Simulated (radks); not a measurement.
Species: Nb2+. Configuration: [Kr] 4d2.5 5p0.5 (fractional occupations, a model configuration). Method: non-relativistic Kohn-Sham, TPSS, spin-polarised, spherical densities, point nucleus; open shells are filled with parallel spins first (spin-orbit coupling, left out, can overturn this in heavy ions); meta-GGA in the generalised Kohn-Sham scheme; relativity is left out, which matters for an element this heavy; computed with a radial shooting solver on a logarithmic mesh with Libxc functionals. Some entries of the table are withheld. Estimate them.

| orbital | occ. | eigenvalue (hartree) | <1/r> (bohr^-1) | <r^2> (bohr^2) |
|---|---|---|---|---|
| 1s down | 1 | -676.2960 | 40.50 | 0.001851 |
| 1s up | 1 | -676.2959 | 40.50 | 0.001851 |
| 2s up | 1 | -93.74886 | 9.113 | 0.03116 |
| 2s down | 1 | -93.73954 | 9.113 | 0.03116 |
| 2p up | 3 | -86.12333 | 9.098 | 0.02380 |
| 2p down | 3 | -86.11617 | 9.098 | 0.02380 |
| 3s up | 1 | -16.26461 | 3.140 | 0.2363 |
| 3s down | 1 | -16.26025 | 3.139 | 0.2363 |
| 3p up | 3 | -13.36026 | 3.043 | 0.2363 |
| 3p down | 3 | -13.35449 | 3.042 | 0.2362 |
| 3d up | 5 | -8.08297 | 2.854 | 0.2252 |
| 3d down | 5 | -8.07283 | 2.854 | 0.2250 |
| 4s up | 1 | -2.81481 | 1.137 | 1.583 |
| 4s down | 1 | -2.75000 | 1.146 | 1.566 |
| 4p up | 3 | -2.01113 | 1.026 | 1.922 |
| 4p down | 3 | -1.93861 | 1.034 | 1.902 |
| 4d up | 2.5 | -0.80827 | (1) | 3.713 |
| 4d down | 0 | -0.72979 | (2) | 3.780 |
| 5s up | 0 | -0.65068 | (3) | 10.38 |
| 5p up | 0.5 | (4) | 0.3569 | 14.54 |

Answer. 
(1) 4d up <1/r> (bohr^-1): 0.7428
(2) 4d down <1/r> (bohr^-1): 0.7406
(3) 5s up <1/r> (bohr^-1): 0.4243
(4) 5p up eigenvalue (hartree): -0.48091
